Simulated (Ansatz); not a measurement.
Consider the formal exchange of groups at the Si–B bond: `[SiH3]B(Cl)[SeH]` + `ClCBr` → `[SiH3]C(Cl)Br` + `ClB[SeH]`.

Computed with Ansatz on PBE0-D4/def2-TZVP structures; ΔE is electronic, products minus reactants. CCSD(T)/CBS is the MP2 limit (def2-TZVPP, def2-QZVPP) plus CCSD(T) − MP2 in def2-TZVPP, frozen cores. For Br, Se outer-core shells are correlated without core-valence functions, which leaves a few kJ/mol of doubt a bond. Scalar relativity is left out up to krypton. One conformer a species, not always the lowest.

`[SiH3]B(Cl)[SeH]`:

```xyz
8

Si   -0.594   -0.018    0.919
B     0.893    0.268   -0.406
Cl    2.391    1.014    0.119
Se    0.789   -0.232   -2.257
H    -1.015    1.289    1.494
H    -1.773   -0.663    0.279
H    -0.117   -0.886    2.030
H    -0.575   -0.772   -2.178
```

`ClCBr`:

Z-matrix (Å, degrees):
```
C
Cl 1 1.755
Br 1 1.930 2 113.3
H 1 1.085 2 108.8 3 -119.0
H 1 1.085 2 108.8 3 119.0
```

`[SiH3]C(Cl)Br`:

Cartesian coordinates in Å:
```
Si 0.837 -0.505 -0.127
C -0.823 0.401 -0.028
Cl -1.885 -0.409 1.131
Br -0.495 2.255 0.460
H 1.684 0.176 -1.137
H 1.462 -0.455 1.214
H 0.577 -1.908 -0.537
H -1.356 0.445 -0.975
```

`ClB[SeH]`:

Cartesian coordinates in Å:
```
Cl -1.162 0.322 1.812
B -0.474 0.010 0.242
Se 1.423 0.152 0.017
H -1.186 -0.285 -0.662
H 1.400 -0.199 -1.409
```

```
             level  ΔE (kcal/mol)
     HF/def2-TZVPP           -1.7
    MP2/def2-TZVPP           -2.3
SCS-MP2/def2-TZVPP           -2.2
CCSD(T)/def2-TZVPP           -0.9
```

Task: What does CCSD(T)/CBS give? (An estimate is asked.)

Result: Computed: -1.2 kcal/mol. The listed levels differ from it by -0.5, -1.1, -1.0, 0.3 kcal/mol.

Largest T1 diagnostic among the species: 0.013.
